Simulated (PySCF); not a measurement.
Cu(2+): excitation energy

Cu(2+) [Ar] 3d9 (2D) → Cu(2+) [Ar] 3d8 4s1 (4F), as a difference of total energies. Computed with PySCF 2.14 in aug-cc-pVTZ-PP with one added diffuse shell each of s, p, d, f, g type with ECP10MDF (7s7p6d4f3g, 113 functions), with a scalar-relativistic core potential. Correlated levels: valence: 3s2 3p6 frozen. The calculations carry no spin-orbit coupling.

```tsv
method	excitation energy (cm⁻¹)
UHF	46528
LDA	61661
PBE	57518
PBE0	56897
r2SCAN	50994
wB97X	60125
LC-wPBE	60414
wB97M-V	57226
MP2 (valence)	62641
SCS-MP2 (valence)	62352
```
